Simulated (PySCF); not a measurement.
A PySCF script (with the pyscf-properties extension) for the NMR shieldings of SMILES CCCB(P)CCF, C₅H₁₃BFP, on a GFN2-xTB geometry:

```python
import basis_set_exchange as bse
import numpy as np
from pyscf import gto, dft
from pyscf.prop import nmr

atoms = """
C    -2.437700   -0.261750   -0.784813
C    -2.132648    0.464971    0.518506
C    -0.845258   -0.065998    1.166347
B     0.460506    0.193687    0.303665
P     0.720175    1.857555   -0.542576
C     1.433057   -1.031687    0.029720
C     2.751328   -0.723417   -0.670422
F     3.547334    0.062965    0.135186
H    -3.359063    0.110921   -1.226359
H    -2.547647   -1.330096   -0.609304
H    -1.627937   -0.109487   -1.496822
H    -2.023589    1.533677    0.313076
H    -2.971200    0.340798    1.208052
H    -0.984885   -1.126548    1.393073
H    -0.727765    0.435585    2.133395
H     0.214097    2.687426    0.439663
H     2.039914    2.074272   -0.215064
H     1.657301   -1.547883    0.967792
H     0.900080   -1.761396   -0.587102
H     2.592859   -0.158293   -1.596609
H     3.332118   -1.628361   -0.879876
"""
names = dict.fromkeys(["C", "B", "P", "F", "H"], "pcSseg-1")
basis = {el: gto.basis.parse(bse.get_basis(n, elements=[el], fmt="nwchem")) for el, n in names.items()}
mol = gto.M(atom=atoms, basis=basis, charge=0, verbose=0)
mf = dft.RKS(mol, xc="PBE0")
mf.grids.level = 2
mf.grids.alignment = dft.numint.BLKSIZE   # the property module wants whole blocks of grid points
mf.conv_tol = 1e-9
mf.kernel()

calc = nmr.RKS(mf)   # GIAO
C = mf.mo_coeff
Co = C[:, mf.mo_occ > 0]
resp = mf.gen_response(singlet=True, hermi=2)
def vind(x):   # induced exchange potential for any number of trial vectors
    d = np.einsum("pi,xij,qj->xpq", C, 2 * x.reshape(-1, C.shape[1], Co.shape[1]), Co, optimize=True)
    return np.einsum("xpq,pi,qj->xij", resp(d - d.transpose(0, 2, 1)), C, Co, optimize=True).ravel()
mo1, _ = nmr.rhf.solve_mo1(calc, with_cphf=vind)
sigma = calc.kernel(mo1)
for i, s in enumerate(sigma):   # ppm
    print("%2d %-2s %9.2f" % (i, mol.atom_pure_symbol(i), np.trace(s) / 3))
```

**Question.** What are the results?

**Answer.** 
```
 0 C     167.21
 1 C     161.38
 2 C     148.66
 3 B      -1.60
 4 P     531.29
 5 C     147.05
 6 C     101.76
 7 F     409.96
 8 H      30.58
 9 H      31.03
10 H      31.07
11 H      29.87
12 H      29.92
13 H      30.05
14 H      30.09
15 H      29.15
16 H      28.75
17 H      29.39
18 H      30.49
19 H      26.68
20 H      26.63
```

These numbers come from an equivalent density-fitted implementation of the same equations, which agrees with the script to about 0.01 ppm for H and up to a few tenths of a ppm for heavy atoms, so last digits may differ.

Size and cost of the density-fitted run: 208 basis functions, 60 s wall time on 1 thread of an Arm Neoverse V1, shared host; peak memory 1 GiB.
